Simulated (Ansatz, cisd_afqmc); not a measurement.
System: Br2, charge 1, doublet. Br2+ (parent SMILES BrBr, doublet).
B3LYP-D3(BJ)/def2-TZVP minimum from Ansatz (a program for electronic structure):
```
Br
Br 1 2.2221
```
Charge +1, spin multiplicity 2.

Total energies in cc-pVTZ, 13 correlated electrons, 28 frozen orbitals. UHF or UKS for unpaired electrons; spin-orbit terms are left out. Cores are frozen in correlated methods (noble-gas shells, and filled d and f shells in the p block). No relativity. AFQMC is phaseless with a CISD trial state; ± is one standard error, without the phaseless bias. Outlying blocks are dropped, and bars are widened where a walk drifts. Over all cases where full CI ran beside it in this data, AFQMC minus full CI had a median of +0.1 mEh and passed +0.4 mEh in a tenth of the cases. Spin-orbit terms, left out, reach several kcal/mol for Br and I, and more for heavier atoms. The determinant of Br2+ (parent SMILES BrBr, doublet) is a saddle point of the SCF energy; a lower one exists, which strains HF and MP2. The spin of Br2+ (parent SMILES BrBr, doublet) was assumed, and the state is the lowest solution found for it.

| method | program | energy (Eh) | minus CCSDT(Q) (mEh) |
|---|---|---|---|
| HF | Ansatz | -5144.54251 | 353.14 |
| MP2 | Ansatz | -5144.84958 | 46.07 |
| CCSD | Ansatz | -5144.87745 | 18.20 |
| CCSD(T) | Ansatz | -5144.89346 | 2.18 |
| CCSDT(Q) | Ansatz | -5144.89565 | 0.00 |
| AFQMC/CISD | cisd_afqmc | -5144.8943 ± 0.0004 | 1.4 ± 0.4 |

Rough core times of Ansatz's runs on a shared machine: CCSD(T) 50 s, CCSDT(Q) 3 min.
